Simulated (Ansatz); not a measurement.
Geometry optimisation, RKS r2SCANh/def2-SVP in Ansatz.

input.yaml

```yaml
crystal:
  periodic: [false, false, false]
  atoms:
    - { symbol: Al, position_ang: [-1.516624, 0.058166, -0.770664] }
    - { symbol: Cl, position_ang: [1.774584, -0.303621, -1.96726] }
    - { symbol: H, position_ang: [-2.190753, -0.739971, -1.955668] }
    - { symbol: H, position_ang: [-1.287664, 1.614624, -0.664438] }
    - { symbol: H, position_ang: [0.826759, -0.043122, 1.580544] }
    - { symbol: O, position_ang: [-1.132963, -0.821369, 0.76351] }
    - { symbol: H, position_ang: [2.011544, 0.04409, -0.721607] }
    - { symbol: O, position_ang: [1.587271, 0.542097, 1.43875] }
    - { symbol: H, position_ang: [-1.268423, -1.772453, 0.797863] }
    - { symbol: H, position_ang: [1.19637, 1.42166, 1.49877] }
basis:
  gaussian: { orbitals: def2-SVP }
hamiltonian:
  xc: r2scanh
relax:
  f_tol: 0.03
  max_steps: 50
```

Launched with:

```bash
$ ansatz run input.yaml --threads 2 --pin off --max-ram 3072MiB --backend cpu --events-out ev --progress --plain --runs-dir out
```

Task: Where does it end, and by what steps?

Result: The run converged. After 19 steps the energy has fallen by 1.810 eV; H7 moved furthest, 1.02 Å. Parted: Cl2–H7, H5–O8. Joined: Al1–Cl2, H5–O6, H7–O8.

```json
{"step": "0", "energy less start (eV)": "0.0000", "largest force component (eV/Å)": "1.447", "accepted": "yes"}
{"step": "1", "energy less start (eV)": "-0.2534", "largest force component (eV/Å)": "0.737", "accepted": "yes"}
{"step": "2", "energy less start (eV)": "-0.4906", "largest force component (eV/Å)": "0.809", "accepted": "yes"}
{"step": "3", "energy less start (eV)": "-0.6783", "largest force component (eV/Å)": "1.153", "accepted": "yes"}
{"step": "4", "energy less start (eV)": "-0.8095", "largest force component (eV/Å)": "1.418", "accepted": "yes"}
{"step": "5", "energy less start (eV)": "-1.0254", "largest force component (eV/Å)": "1.295", "accepted": "yes"}
{"step": "6", "energy less start (eV)": "-1.2518", "largest force component (eV/Å)": "1.959", "accepted": "yes"}
{"step": "7", "energy less start (eV)": "-1.4303", "largest force component (eV/Å)": "1.003", "accepted": "yes"}
{"step": "8", "energy less start (eV)": "-1.6173", "largest force component (eV/Å)": "0.884", "accepted": "yes"}
{"step": "9", "energy less start (eV)": "-1.7197", "largest force component (eV/Å)": "0.698", "accepted": "yes"}
{"step": "10", "energy less start (eV)": "-1.7751", "largest force component (eV/Å)": "1.116", "accepted": "yes"}
{"step": "11", "energy less start (eV)": "-1.7753", "largest force component (eV/Å)": "0.363", "accepted": "yes"}
{"step": "12", "energy less start (eV)": "-1.7987", "largest force component (eV/Å)": "0.349", "accepted": "yes"}
{"step": "13", "energy less start (eV)": "-1.7990", "largest force component (eV/Å)": "0.252", "accepted": "yes"}
{"step": "14", "energy less start (eV)": "-1.8070", "largest force component (eV/Å)": "0.254", "accepted": "yes"}
{"step": "15", "energy less start (eV)": "-1.8082", "largest force component (eV/Å)": "0.148", "accepted": "yes"}
{"step": "16", "energy less start (eV)": "-1.8085", "largest force component (eV/Å)": "0.150", "accepted": "yes"}
{"step": "17", "energy less start (eV)": "-1.8092", "largest force component (eV/Å)": "0.056", "accepted": "yes"}
{"step": "18", "energy less start (eV)": "-1.8091", "largest force component (eV/Å)": "0.071", "accepted": "no"}
{"step": "19", "energy less start (eV)": "-1.8097", "largest force component (eV/Å)": "0.008", "accepted": "yes"}
```

```xyz
10
Properties=species:S:1:pos:R:3
Al -1.034 0.115 -1.089
Cl 1.025 -0.129 -1.831
H -2.050 -0.927 -1.719
H -1.357 1.644 -0.822
H 0.120 -0.280 1.067
O -0.780 -0.584 0.689
H 1.793 0.216 0.264
O 1.545 0.273 1.210
H -0.858 -1.539 0.807
H 1.595 1.212 1.424
```

Run time: 61 s on 2 threads of Arm Neoverse V2, on a shared host, peak memory 0.21 GiB.
